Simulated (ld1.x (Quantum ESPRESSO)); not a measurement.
u(r) = r·R(r): atom against pseudo-atom (Pm (Z = 61))

Columns: radius, all-electron u(r) and pseudo u(r) of the 5d shell (level -5.52 eV) of promethium in the configuration [Xe] 4f4 5d1 6s1.5 6p0; revPBE, scalar-relativistic, TM semilocal scheme, ld1.x (Quantum ESPRESSO) 7.5.

| r (bohr) | all-electron | pseudo |
| --- | --- | --- |
| 0.210 | 0.1269 | 0.0042 |
| 0.420 | -0.2361 | 0.0319 |
| 0.630 | -0.2335 | 0.0972 |
| 0.840 | -0.0106 | 0.1992 |
| 1.050 | 0.2290 | 0.3226 |
| 1.260 | 0.4157 | 0.4442 |
| 1.470 | 0.5399 | 0.5432 |
| 1.680 | 0.6104 | 0.6085 |
| 1.890 | 0.6409 | 0.6396 |
| 2.100 | 0.6436 | 0.6433 |
| 2.310 | 0.6285 | 0.6285 |
| 2.520 | 0.6025 | 0.6025 |
| 2.730 | 0.5706 | 0.5706 |
| 2.940 | 0.5358 | 0.5358 |
| 3.150 | 0.5002 | 0.5002 |
| 3.360 | 0.4647 | 0.4647 |
| 3.570 | 0.4301 | 0.4301 |
| 3.780 | 0.3965 | 0.3965 |
| 3.990 | 0.3642 | 0.3642 |
| 4.200 | 0.3333 | 0.3333 |
| 4.410 | 0.3039 | 0.3039 |
| 4.620 | 0.2763 | 0.2763 |
| 4.830 | 0.2504 | 0.2504 |
| 5.040 | 0.2265 | 0.2265 |
| 5.250 | 0.2044 | 0.2044 |
| 5.460 | 0.1842 | 0.1842 |

Question: How many radial nodes do the two functions have?

Answer: The all-electron 5d function has n − l − 1 = 2; the pseudo-wave has 0, since the states of the same l below it are removed with the core.

Question: At about which radius was the pseudo-wave matched?

Answer: 2.65 bohr. The columns agree to 0.0005 from 2.10 bohr on; several derivatives are matched, so the curves merge somewhat inside the radius.

Question: Is the pseudo-wave norm-conserving?

Answer: Yes: the TM semilocal scheme keeps the norm inside the radius equal to the all-electron one, which fixes the energy derivative of the logarithmic derivative at the level.
